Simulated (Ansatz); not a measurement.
`CBO[SiH2]C` + `[NH2][ZnH]` → `C[NH][ZnH]` + `BO[SiH2]C`  (substitution at a C–B bond)

Isolated molecules relaxed with PBE0-D4/def2-TZVP in Ansatz; ΔE leaves out vibrations. CBS: MP2 limit from def2 TZ/QZ plus the TZ coupled-cluster correction, frozen cores. DFT in def2-TZVPP. B3LYP here is the variant with VWN-RPA as its local correlation; programs differ in this. HSE06 is defined as in plane-wave codes. For Zn outer-core shells are correlated without core-valence functions, which leaves a few kJ/mol of doubt a bond. Scalar relativity is left out up to krypton. One conformer a species, not always the lowest.

| level | ΔE (kJ/mol) | difference from CCSD(T)/CBS |
| --- | --- | --- |
| PBE-D4 | 101.5 | -1.4 |
| revPBE-D4 | 97.7 | -5.2 |
| BLYP-D4 | 96.2 | -6.7 |
| r2SCAN-D4 | 106.0 | 3.1 |
| B97M-V | 110.4 | 7.5 |
| PBE0-D4 | 102.8 | -0.1 |
| r2SCANh-D4 | 106.1 | 3.2 |
| r2SCAN0-D4 | 106.1 | 3.2 |
| HSE06-D4 | 102.7 | -0.2 |
| BHLYP-D4 | 99.1 | -3.8 |
| CAM-B3LYP-D4 | 99.5 | -3.4 |
| ωB97M-V | 103.3 | 0.4 |
| B2PLYP | 99.8 | -3.1 |
| PBE-QIDH | 103.0 | 0.1 |
| PBE | 101.5 | -1.4 |
| revPBE | 100.0 | -2.9 |
| BLYP | 97.0 | -5.9 |
| r2SCAN | 105.7 | 2.8 |
| PBE0 | 102.7 | -0.2 |
| B3LYP | 98.7 | -4.2 |
| r2SCANh | 105.8 | 2.9 |
| r2SCAN0 | 105.8 | 2.9 |
| HSE06 | 102.6 | -0.3 |
| BHLYP | 99.2 | -3.7 |
| CAM-B3LYP | 99.4 | -3.5 |
| LC-ωPBE | 102.1 | -0.8 |
| RPA@PBE/def2-TZVPP | 91.2 | -11.7 |
| HF/def2-SVP | 82.5 | -20.4 |
| MP2/def2-SVP | 88.8 | -14.1 |
| CCSD/def2-SVP | 84.6 | -18.3 |
| CCSD(T)/def2-SVP | 84.3 | -18.6 |
| HF/def2-TZVPP | 94.3 | -8.6 |
| SCS-MP2/def2-TZVPP | 97.0 | -5.9 |
| CCSD/def2-TZVPP | 99.9 | -3.0 |
| CCSD(T)/def2-TZVPP | 100.0 | -2.9 |
| HF/def2-QZVPP | 94.2 | -8.7 |
| MP2/def2-QZVPP | 104.2 | 1.3 |
| SCS-MP2/def2-QZVPP | 98.8 | -4.1 |
| HF/CBS(def2) | 94.2 | -8.7 |
| CCSD/CBS(def2) | 102.7 | -0.2 |
| CCSD(T)/CBS | 102.9 | 0 |

Largest T1 diagnostic among the species: 0.016.

At CCSD(T), def2-SVP lies −18.6 kJ/mol from the extrapolated value and def2-TZVPP −2.9 kJ/mol. Leaving LDA and LC-ωPBE aside and taking each functional with its dispersion term where it has one, the values spread over 14.2 kJ/mol, from BLYP-D4 to B97M-V. LDA lies +3.2 kJ/mol from PBE without D4. In def2-TZVPP, CCSD(T) changes the Hartree–Fock value by +5.7 kJ/mol (the triples alone add +0.2 kJ/mol) and MP2 by +8.3 kJ/mol.

CCSD(T)/CBS has its own doubt, a few kJ/mol and more with outer-core shells, so smaller differences from it don't rank the levels.
